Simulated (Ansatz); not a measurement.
`CS[CH2][ZnH]` + `C[SiH2]N` → `C[SiH2][NH][ZnH]` + `CSC` at 298.15 K and 1 bar (ligand exchange at a Zn–C bond).

Isolated molecules relaxed with PBE0-D4/def2-TZVP in Ansatz; ΔE leaves out vibrations. CCSD(T)/CBS is the MP2 limit (def2-TZVPP, def2-QZVPP) plus CCSD(T) − MP2 in def2-TZVPP, frozen cores. For Zn outer-core shells are correlated without core-valence functions, which leaves a few kJ/mol of doubt a bond. Scalar relativity is left out up to krypton. Each species was taken in one conformer, which may not be the lowest.

```tsv
species	CCSD(T)/CBS energy (Eh)	H − E (kJ/mol)	S (J/(mol·K))
`CS[CH2][ZnH]`	-2255.84623	207.3	346.4
`C[SiH2]N`	-386.08232	225.7	304.4
`C[SiH2][NH][ZnH]`	-2164.46335	220.6	357.3
`CSC`	-477.48821	214.0	283.0
```

H − E and S are ideal-gas, rigid-rotor, harmonic terms from PBE0-D4/def2-TZVP, for one conformer and one mirror image of each species. 1 Eh = 2625.50 kJ/mol, R = 8.31446 J/(mol·K).

By hand: ΔE, ΔH, ΔS and ΔG.

ΔE = (-2164.46335) + (-477.48821) − (-2255.84623) − (-386.08232) = -0.02301 Eh = -60.4 kJ/mol. Δ(H − E) = 220.6 + 214.0 − 207.3 − 225.7 = 1.6, so ΔH = -58.8 kJ/mol. ΔS = 357.3 + 283.0 − 346.4 − 304.4 = -10.5 J/(mol·K). ΔG = -58.8 − 298.15 × (-10.5)/1000 = -55.7 kJ/mol.

By hand: the equilibrium constant, and the temperature at which ΔG would vanish if ΔH and ΔS stayed fixed.

log₁₀ K = −ΔG/(RT ln 10) = 9.8. ΔG = 0 at ΔH/ΔS = 5600 K, far beyond where these terms or the molecules hold.

The number of gas molecules stays the same, so ΔS is small and ΔH decides. A doubt of 5 kJ/mol in ΔE shifts log₁₀ K by 0.9 here. Other conformers and mirror images would add mixing entropy, several J/(mol·K) or more a flexible species. Modes under 60 cm⁻¹, often nearly free rotors, make the harmonic entropy too high. These are equilibria of isolated gas molecules and say nothing of rates. Largest T1 diagnostic: 0.014 (customary marks: 0.02 for closed shells, 0.045 for open ones).
